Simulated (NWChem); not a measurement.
Molecule: CH$_{3}$FO$_{2}$Si; SMILES F[SiH]1OCO1

```xyz
8

F     -0.4792     1.7943     0.0000
Si     0.4360     0.4841     0.0000
O     -0.0035    -0.6835    -1.1133
C     -0.3405    -1.5394     0.0000
O     -0.0035    -0.6835     1.1133
H      1.8300     0.9571     0.0000
H      0.2793    -2.4409     0.0000
H     -1.4076    -1.7836     0.0000
```
Atoms are numbered in this order, from 1.

Program: NWChem. Pople sets run with spherical d functions. Geometry: optimised at B3LYP/6-31G* (spherical d). Level: M05-2X/6-31G* with SMD (1 M gas to 1 M solution), gas-phase geometry. Reactions with the solvent are ignored.

Question: Order these by “solvation free energy (kcal/mol)”, lowest first: 1-propanol; toluene; dimethyl sulfoxide.

Answer: 1-propanol (-4.7), dimethyl sulfoxide (-4.0), toluene (-2.9)
